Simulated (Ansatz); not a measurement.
Diatomic NaP-, multiplicity 4 (lowest of 2S+1 = 2, 4 at CCSD(T)/def2-TZVPP on PBE0 minima; our sources give no spin for the ground state, which may be another).

Constants: fifth-degree fit in 1/R to seven points, most abundant isotopes. In def2 and cc sets the state is the lowest found near the PBE0 minimum, followed along R.

Programs: Ansatz (Gaussian orbitals). 

| level | r_e (Å) | ω_e (cm⁻¹) | B_e (cm⁻¹) | ω_e x_e (cm⁻¹) |
|---|---|---|---|---|
| SVWN5/def2-TZVPP | 2.769 | 215 | 0.167 | 1.8 |
| PBE/def2-TZVPP | 2.829 | 204 | 0.160 | 1.7 |
| r2SCAN/def2-TZVPP | 2.835 | 207 | 0.159 | 1.7 |
| B97M-V/def2-TZVPP | 2.830 | 198 | 0.159 | 1.9 |
| B3LYP/def2-TZVPP | 2.829 | 206 | 0.160 | 1.7 |
| PBE0/def2-TZVPP | 2.809 | 214 | 0.162 | 1.7 |
| BHLYP/def2-TZVPP | 2.806 | 217 | 0.162 | 1.7 |
| CAM-B3LYP/def2-TZVPP | 2.794 | 218 | 0.164 | 1.6 |
| wB97X-V/def2-TZVPP | 2.799 | 224 | 0.163 | 1.5 |
| wB97M-V/def2-TZVPP | 2.803 | 212 | 0.163 | 1.6 |
| B2PLYP/def2-TZVPP | 2.815 | 212 | 0.161 | 1.6 |
| CCSD/def2-TZVPP | 2.814 | 215 | 0.161 | 1.4 |
| CCSD/def2-QZVPP | 2.792 | 219 | 0.164 | 1.5 |
| CCSD(T)/def2-TZVPP | 2.813 | 214 | 0.161 | 1.4 |
| CCSD(T)/def2-QZVPP | 2.792 | 218 | 0.164 | 1.5 |

Correlated levels freeze the inner cores; with def2 sets outer-core shells near the valence are correlated too.

Ansatz is an electronic-structure program.
